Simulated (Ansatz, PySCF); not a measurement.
C3H12OSi2, SMILES C[SiH2]CO[SiH2]C.

Geometry: B3LYP-D3(BJ)/def2-SVP. The values are those of a single conformer.

Vertical ionisation energy (IE) and electron affinity (EA) in eV. Rows of orbital energies are one-electron estimates. Where ΔSCF, EOM or ADC give a negative EA the extra electron is unbound and the value depends on the basis.

```csv
level,IE,EA
"−ε(HOMO), −ε(LUMO), B3LYP/def2-TZVP (PySCF)",7.65,-0.34
"−ε(HOMO), −ε(LUMO), PBE/def2-TZVP (PySCF)",6.45,0.33
"ΔSCF, CAM-B3LYP/def2-SVPD (Ansatz), final states of multiplicity 2 and 2",9.96,-1.71
"ΔSCF, PBE/def2-SVPD (Ansatz), final states of multiplicity 2 and 2",9.26,-1.32
```

**Question.** What vertical singlet–triplet gap does ΔSCF give with CAM-B3LYP/def2-SVPD (Ansatz, an electronic-structure program) and with PBE/def2-SVPD (Ansatz)? (Estimate from the structure and the level; the computed values follow.)

**Answer.** 7.18 and 6.20 eV (triplet above singlet where positive).
